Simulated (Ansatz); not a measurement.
Ansatz results at the PBE0-D4/def2-TZVP geometry: HOMO energy (ωB97M-V/def2-TZVPP) -9.26 eV; HOMO–LUMO gap (PBE/def2-TZVPP) 4.94 eV; size of the dipole moment (B3LYP/def2-TZVPP) 1.01 D.

Each molecule was computed in one conformer, which needn't be the lowest.

(1) Which molecule gave them?
A. `CC(O)N[SiH3]`
B. `C#COCCS`
C. `C/C(O)=C\[SeH]`
D. `C/C(O)=C\C=S`

Answers

(1) B. The others give `C/C(O)=C\[SeH]`: -8.48, 4.36, 2.67; `C/C(O)=C\C=S`: -8.20, 1.86, 6.18; `CC(O)N[SiH3]`: -9.51, 5.21, 0.69.

B3LYP here is the variant with VWN-RPA as its local correlation; programs differ in this.
